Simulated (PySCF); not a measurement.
**Gas-phase thermal properties of ZnCl2**

Computed with PySCF and rigid-rotor harmonic-oscillator thermochemistry at 1 bar. 6-31G* has spherical d functions here. All species are closed-shell singlets. B3LYP is the form with VWN-RPA correlation. Zn: all electrons, no relativistic terms. The harmonic model lacks anharmonicity and excited electronic states, which grow with temperature; levels with a mode under 35 cm⁻¹ are left out. Soft modes under 120 cm⁻¹ make the harmonic entropy rough for ZnCl2.

```json
[
 {"level": "B3LYP/6-31G*", "point group": "D∞h", "σ": "2", "ZPE (kJ/mol)": "6.0", "S°298 (J/mol/K)": "280.6", "Cp298 (J/mol/K)": "57.4", "S°1000 (J/mol/K)": "353.5", "H1000 − H298 (kJ/mol)": "42.6"},
 {"level": "HF/6-31G*", "point group": "D∞h", "σ": "2", "ZPE (kJ/mol)": "6.1", "S°298 (J/mol/K)": "280.4", "Cp298 (J/mol/K)": "57.4", "S°1000 (J/mol/K)": "353.4", "H1000 − H298 (kJ/mol)": "42.6"},
 {"level": "PBE/def2-SVP", "point group": "D∞h", "σ": "2", "ZPE (kJ/mol)": "6.2", "S°298 (J/mol/K)": "279.1", "Cp298 (J/mol/K)": "57.3", "S°1000 (J/mol/K)": "352.1", "H1000 − H298 (kJ/mol)": "42.6"},
 {"level": "PBE0/def2-TZVP", "point group": "D∞h", "σ": "2", "ZPE (kJ/mol)": "6.4", "S°298 (J/mol/K)": "276.8", "Cp298 (J/mol/K)": "57.1", "S°1000 (J/mol/K)": "349.6", "H1000 − H298 (kJ/mol)": "42.5"}
]
```
σ: rotational symmetry number. Electronic degeneracy used: 1. Frequencies are unscaled.
